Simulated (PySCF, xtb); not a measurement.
C5H8Si, SMILES [C@H]1(C[C@@H]1[SiH3])C#C.

Harmonic wavenumbers (cm⁻¹) from GFN2-xTB run with xtb 6.7.1 at its own minimum, in rising order: 62, 113, 166, 234, 263, 446, 452, 536, 566, 650, 662, 688, 775, 786, 792, 820, 876, 963, 990, 1034, 1066, 1080, 1125, 1210, 1298, 1380, 1468, 2242, 2263, 2280, 2283, 3006, 3020, 3074, 3089, 3398.

Q: What does PBE-D3(BJ)/def2-SVP (PySCF) give at its own minimum? (The exact figures need the calculation; the answer reports its results.)

A: 81, 130, 178, 237, 264, 489, 501, 556, 608, 642, 658, 694, 766, 821, 881, 886, 908, 915, 968, 980, 1027, 1056, 1095, 1166, 1257, 1333, 1414, 2158, 2162, 2169, 2181, 3061, 3067, 3077, 3159, 3410. Paired by order, the mean absolute difference is 40 cm⁻¹ and the zero-point energies are 64.6 and 64.3 kcal/mol.
